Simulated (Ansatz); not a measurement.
Two isomers of C2H8BFSi: A = `B[Si](C)(C)F`, B = `BC[SiH2]CF`.

Calculated with Ansatz (gas phase, PBE0-D4/def2-TZVP geometries, no zero-point term in ΔE). CBS: MP2 limit from def2 TZ/QZ plus the TZ coupled-cluster correction, frozen cores. DFT in def2-TZVPP. B3LYP here is the variant with VWN-RPA as its local correlation; programs differ in this. Each species was taken in one conformer, which may not be the lowest.

A:

```xyz
13

B    -1.191    0.340    1.600
Si   -0.313    0.301   -0.208
C     1.432    0.961   -0.109
C    -0.329   -1.430   -0.912
F    -1.111    1.240   -1.254
H    -0.723   -0.305    2.495
H    -2.173    0.975    1.851
H     1.455    1.989    0.258
H     1.896    0.947   -1.100
H     2.040    0.348    0.561
H     0.139   -1.438   -1.900
H     0.225   -2.115   -0.266
H    -1.347   -1.813   -1.018
```

B:

```xyz
13

B    -0.0488    2.0389    1.0763
C     0.3939    0.5804    0.9213
Si   -0.3448   -0.0618   -0.6945
C     0.1136   -1.8912   -0.8887
F    -0.3243   -2.6168    0.2152
H    -1.1036    2.3056    1.5776
H     0.6189    2.9311    0.6359
H    -0.0131   -0.1070    1.6705
H     1.4729    0.4343    0.8118
H    -1.8242    0.0724   -0.6932
H     0.2079    0.6569   -1.8750
H     1.1981   -2.0215   -0.9724
H    -0.3464   -2.3213   -1.7848
```

Problem. Which is lower in electronic energy at CCSD(T)/CBS, and by how much? (Best estimate.)

Solution. The calculation gave: A, by 50.8 kcal/mol.

Problem. Give E(B) − E(A) in kcal/mol with r2SCAN-D4, ωB97M-V, B3LYP, HF/def2-TZVPP, PBE-D4, CCSD(T)/def2-TZVPP, CCSD/def2-TZVPP. (Best estimate.)

Solution. Computed: r2SCAN-D4 49.4, ωB97M-V 48.4, B3LYP 48.3, HF/def2-TZVPP 50.5, PBE-D4 46.6, CCSD(T)/def2-TZVPP 49.8, CCSD/def2-TZVPP 50.4. None reverses the order clearly.

Largest T1 diagnostic: 0.011.

From PBE to PBE0 (25 % exact exchange), in def2-TZVPP and without D4, E(B) − E(A) moves by +1.6 kcal/mol.
